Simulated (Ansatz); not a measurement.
Si₂Au₂, relaxed as a triplet with UKS r2SCAN-D4/def2-SVP in Ansatz, starting from the r2SCAN-D4/def2-SVP geometry of the neutral singlet. Force threshold 0.02 eV/Å.

In the def2 sets Au takes a core potential; there is no spin–orbit coupling. At r2SCAN-D4/def2-SVP a singlet of charge 0 lies 0.98 eV below the triplet, each at its own geometry. The structure comes from a short search, and lower isomers may exist.

Start:

| atom | x (Å) | y (Å) | z (Å) |
| --- | --- | --- | --- |
| Au1 | 1.092 | -0.579 | 1.275 |
| Au2 | 0.291 | 0.466 | -1.688 |
| Si3 | -0.498 | 1.172 | 0.548 |
| Si4 | -0.885 | -1.059 | -0.135 |

Estimate the energy that the relaxation releases and the steps that it takes.

0.30 eV, in 6 steps; 1.8 min on 4 threads of Arm Neoverse N1 on a shared host. No frequencies were taken in this run, so the end may be a saddle point.

Does the start keep its bonding and symmetry?

By distances, no bond broke or formed. The bond that changes most is Si3–Si4, from 2.36 to 2.29 Å (atoms count from 1). Point group C2v at the start, C2v at the end, both within 0.05 Å.

Predict the relaxed structure.


```xyz
4

Au    0.9225   -0.6679    1.6613
Au   -0.0467    0.5965   -1.9233
Si   -0.2507    1.1161    0.4620
Si   -0.6250   -1.0447   -0.2000
```
Bond lengths (bridged metal pairs left out): 4 × Au–Si 2.45 Å; 1 × Si–Si 2.29 Å.
